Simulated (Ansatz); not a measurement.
Consider the redistribution: `[SiH3][SiH2][SiH2][SiH3]` + `B[N]1[CH2][AlH]1` → `[SiH3][N]1[CH2][AlH]1` + `B[SiH2][SiH2][SiH3]`.

Computed with Ansatz on PBE0-D4/def2-TZVP structures; ΔE is electronic, products minus reactants. CCSD(T)/CBS adds triple-zeta CCSD(T) − MP2 to the extrapolated MP2 energy (def2 sets, frozen cores). DFT in def2-TZVPP. One conformer a species, not always the lowest.

(1) Is it downhill or uphill in electronic energy at CCSD(T)/CBS, and by how much? (An estimate is asked.)

(2) What do these levels give: revPBE-D4, BHLYP-D4, HF/def2-SVP, CCSD/def2-SVP, HF/def2-TZVPP, MP2/def2-QZVPP? (An estimate is asked.)

Largest T1 diagnostic among the species: 0.014.

Answers

(1) Ansatz gave: Uphill: ΔE = +21.9 kcal/mol.

(2) The calculation gave: revPBE-D4 24.6, BHLYP-D4 22.3, HF/def2-SVP 22.3, CCSD/def2-SVP 25.4, HF/def2-TZVPP 19.6, MP2/def2-QZVPP 21.5 kcal/mol.

From BLYP to BHLYP (50 % exact exchange), in def2-TZVPP and without D4, ΔE moves by −1.7 kcal/mol. At CCSD(T), def2-SVP lies +4.1 kcal/mol from the extrapolated value and def2-TZVPP +0.3 kcal/mol. In def2-TZVPP, CCSD(T) changes the Hartree–Fock value by +2.6 kcal/mol (the triples alone add +0.5 kcal/mol) and MP2 by +2.2 kcal/mol.
